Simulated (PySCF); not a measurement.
H11NSi4, SMILES N[Si]([SiH3])([SiH3])[SiH3].

The structure is a stationary point at r2SCAN-D4/def2-SVP. Other conformers were not sampled.

Computed with PBE/def2-TZVP run with PySCF.

Symmetry labels are those of the subgroup Cs that the program uses (full group Cs).

Computed valence orbital energies around the gap with their symmetry:
| orbital | symmetry | energy (eV) |
|---|---|---|
| HOMO−7 | A" | -8.57 |
| HOMO−6 | A' | -8.44 |
| HOMO−5 | A" | -8.42 |
| HOMO−4 | A' | -8.36 |
| HOMO−3 | A" | -8.26 |
| HOMO−2 | A' | -7.40 |
| HOMO−1 | A" | -6.73 |
| HOMO | A' | -5.80 |
| LUMO | A' | -1.58 |
| LUMO+1 | A" | -1.02 |
| LUMO+2 | A' | -0.93 |
| LUMO+3 | A' | -0.46 |
